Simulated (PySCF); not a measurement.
Compound: 3-ethylthiophene, C6H8S.
Structure used (PBE0-D3(BJ)/def2-SVP), in Å, numbered top down from 1:
```xyz
15
C6H8S angstrom
C     -1.9891   -0.5273    0.5637
C     -1.1788   -0.4466   -0.7273
C      0.2289    0.0262   -0.5077
C      1.2598   -0.7740    0.0793
C      2.4476   -0.1075    0.2125
S      2.3348    1.5027   -0.3721
C      0.6844    1.2888   -0.7990
H     -1.5173   -1.2085    1.2886
H     -2.0644    0.4608    1.0424
H     -3.0093   -0.8937    0.3715
H     -1.1547   -1.4389   -1.2086
H     -1.6799    0.2266   -1.4404
H      1.1189   -1.8123    0.3855
H      3.3874   -0.4802    0.6175
H      0.1246    2.1077   -1.2497
```

Method used: core-valence-separated Tamm–Dancoff BHandHLYP/aug-pcX-1 (pcseg-1 on H, def2-SVPD on S) in PySCF, non-relativistic, gas phase, PBE0-D3(BJ)/def2-SVP geometry. BHandHLYP without relativity tends to put these K edges a few eV too low, so spacings mean more than positions.

Task: Give energies, oscillator strengths and core holes at the C K edge.

Result: 
| E (eV) | f | core hole on | main final orbital | polarisation |
| --- | --- | --- | --- | --- |
| 283.34 | 0.0415 | C4 | LUMO+1 (45 %) | normal to the local trigonal plane |
| 283.45 | 0.0465 | C5 | LUMO+1 (57 %) | normal to the local trigonal plane |
| 283.48 | 0.0722 | C3 | spread | normal to the local trigonal plane |
| 283.54 | 0.0696 | C7 | LUMO+1 (46 %) | normal to the local trigonal plane |
| 285.32 | 0.0078 | C1 | LUMO (59 %) | – |
| 285.63 | 0.0131 | C2 | LUMO (64 %) | – |
| 285.89 | 0.0212 | C7 | spread | in the local trigonal plane |
| 285.89 | 0.0244 | C4 | spread | in the local trigonal plane |
| 286.00 | 0.0061 | C3 | LUMO+1 (44 %) | normal to the local trigonal plane |
| 286.02 | 0.0221 | C1 | spread | – |
| 286.03 | 0.0345 | C5 | spread | in the local trigonal plane |
| 286.08 | 0.0098 | C4 | spread | mixed |
| 286.09 | 0.0241 | C1 | LUMO+5 (39 %) | – |
| 286.11 | 0.0098 | C2 | LUMO+1 (69 %) | – |
| 286.28 | 0.0246 | C2 | spread | – |
| 286.37 | 0.0089 | C1 | LUMO+1 (43 %) | – |
| 286.47 | 0.0279 | C7 | spread | in the local trigonal plane |
| 286.52 | 0.0219 | C5 | LUMO+2 (52 %) | in the local trigonal plane |
| 286.62 | 0.0048 | C1 | LUMO+3 (41 %) | – |
| 286.69 | 0.0008 | C3 | LUMO (60 %) | – |
| 286.80 | 0.0030 | C4 | LUMO+2 (61 %) | in the local trigonal plane |
| 286.93 | 0.0022 | C2 | LUMO+3 (53 %) | – |
| 287.11 | 0.0056 | C3 | LUMO+2 (61 %) | in the local trigonal plane |
| 287.17 | 0.0037 | C4 | spread | mixed |
| 287.17 | 0.0114 | C1 | spread | – |
| 287.24 | 0.0023 | C4 | LUMO+4 (40 %) | mixed |

The first line with a tenth or more of the strongest one's intensity is at 283.34 eV (f = 0.042), with the hole on C4 (aromatic CH carbon), polarised normal to the local trigonal plane: a 1s→π* resonance. The strongest listed is at 283.48 eV (f = 0.072; C3, 1s→π*).

Roots within 0.03 eV whose holes lie on the same, on equivalent or on shared atoms are summed into one line, and the highest roots are left out, as the search may have cut off their partners. Final orbitals are the ground state's empty Kohn–Sham orbitals. A dash: too weak, shared between unlike atoms, or no plane or axis to refer to.

Task: What are the wavelength and the wavenumber of the 286.28 eV line?

Result: λ = 12398.42 eV Å/286.28 eV = 43.309 Å; 2.3090 × 10⁶ cm⁻¹.

The list ends where the root search ended, not at a threshold.

One conformer stands for the species.
